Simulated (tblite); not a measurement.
Species: C3H6FSi2 (doublet state).
Atom-mapped SMILES: `[CH:1]#[C:2][SiH:3][C@@H:4]([F:5])[SiH3:6]` (hydrogens: H7 on C1; H8 on Si3; H9 on C4; H10, H11, H12 on Si6)

Computed geometry: GFN2-xTB, gas phase. This method treats the open shell by occupation alone, without spin polarisation.

(1) Give the optimised bond lengths and angles.

## Answers

(1) 
```
                     bond  length (Å)
                    C1≡C2       1.207
                   C2–Si3       1.828
                   Si3–C4       1.920
                    C4–F5       1.402
                   C4–Si6       1.917
                    C1–H7       1.052
                   Si3–H8       1.459
                    C4–H9       1.097
Si6–H10, Si6–H11, Si6–H12       1.462
```

Bonds in one row agree within 0.01 Å and their mean is given. A selection of angles:
```
      angle  degrees
   C2–C1–H7    177.6
  C1–C2–Si3    173.5
  C2–Si3–C4    109.7
  C2–Si3–H8    114.8
  C4–Si3–H8    112.7
  Si3–C4–F5    107.4
 Si3–C4–Si6    115.5
  Si3–C4–H9    109.3
  F5–C4–Si6    108.6
   F5–C4–H9    104.8
  Si6–C4–H9    110.8
 C4–Si6–H10    106.5
 C4–Si6–H11    109.7
 C4–Si6–H12    107.0
H10–Si6–H11    111.4
```

Torsions: C2–Si3–C4–F5 167° (antiperiplanar).

Si6 (silicon bonded to C and 3 H) is tetrahedral (angles from 106.5° to 111.5°). Si3 (silicon bonded to 2 C and H) is pyramidal (angles 114.8°, 112.7° and 109.7°, sum 337.2°, 0.48 Å off the plane of its three neighbours). The 3 C–Si bonds span 1.828 Å (C2–Si3, drawn single) to 1.920 Å (Si3–C4, drawn single), a spread of 0.092 Å.

Point group: C1 (no symmetry element, even within 0.4 Å). Its GFN2-xTB frequencies are all real (lowest 27 cm⁻¹). 3 starts were optimised and ended at 0.00, 0.86 and 1.33 kcal/mol (GFN2-xTB); the lowest of these is shown.

One conformer stands for the species.
